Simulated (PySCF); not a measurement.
Name the molecule from its bond curve

A diatomic of charge 0 contains In. Its doublet curve at PBE0 in a triple-zeta basis (scalar-relativistic core potentials, PySCF), in eV from the separated fragments:

```tsv
R (Å)	E (eV)
1.801	-2.543
1.885	-3.052
1.968	-3.324
2.031	-3.418
2.094	-3.442
2.157	-3.415
2.241	-3.320
2.345	-3.140
2.471	-2.873
2.638	-2.482
```

The fit gives ωe = 508 cm⁻¹ and the rotational constant Bₑ = 0.2750 cm⁻¹.

Which atom is the partner?

The minimum lies at 2.089 Å, so the reduced mass is 16.8576 u Å² cm⁻¹/(Bₑ·Re²) = 14.05 u. With In at 114.90 u the partner weighs about 16.0 u: O. The molecule is InO.

Spin–orbit coupling is left out. The state was picked by a PBE0 search and need not be the measured ground state.
